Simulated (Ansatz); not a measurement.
A reaction path, image by image

GaH2F, closed shell, from GaH₂F ([F][GaH2]) to a complex of GaH + HF; PBE0-D4/def2-SVP (Ansatz 0.2.0). Settings:

```yaml
hamiltonian: {xc: pbe0, dispersion: d4}
neb:
  images: 5
  climbing: true
  max_iterations: 40
  initial_path: idpp
```

First end:

Ga1  (-0.104, 0.069, -0.007)
F2  (1.358, -0.902, 0.093)
H3  (-0.758, 0.078, -1.419)
H4  (-0.496, 0.755, 1.333)
(Å)

Second end:

Ga1  (-0.505, 0.560, 0.684)
F2  (1.149, -1.271, -1.552)
H3  (0.683, -0.755, -0.922)
H4  (-1.326, 1.467, 1.790)
(Å)

The ends were relaxed with PBE0-D4 in triple zeta, so they are not quite minima here (largest force components 0.06 and 0.14 eV/Å).

Energies along the converged band: It took 16 iterations. Path lengths are measured after rigid turns and shifts between images are taken out.
```
       image  path length (Å)  energy (eV)
           0             0.00        0.000
           1             0.66        0.842
2 (climbing)             1.32        2.466
           3             1.95        1.647
           4             2.59        1.678
           5             3.23        1.703
           6             3.86        1.709
```
Energies count from the first end.

The images between the ends:
Image 1:
```xyz
4
angstrom
Ga -0.2774 0.2155 0.0810
F 1.1291 -0.8425 -0.2187
H -0.4079 -0.1562 -1.4001
H -0.4437 0.7832 1.5379
```

Image 2:
```xyz
4
angstrom
Ga -0.5298 0.3962 0.1057
F 0.9576 -0.8116 -0.4973
H -0.0246 -0.3723 -1.2497
H -0.4032 0.7876 1.6413
```

Image 3:
```xyz
4
angstrom
Ga -0.8887 0.6574 0.1539
F 0.9414 -0.8299 -0.5918
H 0.3453 -0.6386 -1.2902
H -0.3980 0.8111 1.7280
```

Image 4:
```xyz
4
angstrom
Ga -0.8426 0.6673 0.2873
F 1.1529 -1.0662 -0.8848
H 0.4089 -0.6844 -1.2975
H -0.7192 1.0833 1.8949
```

Image 5:
```xyz
4
angstrom
Ga -0.7216 0.6238 0.4139
F 1.3270 -1.2612 -1.1275
H 0.5587 -0.7308 -1.1161
H -1.1642 1.3682 1.8298
```

The band counts as converged below 0.05 eV/Å. Hardware: 2 CPU threads of an Arm Neoverse V2, shared host. Wall time about 56 s.
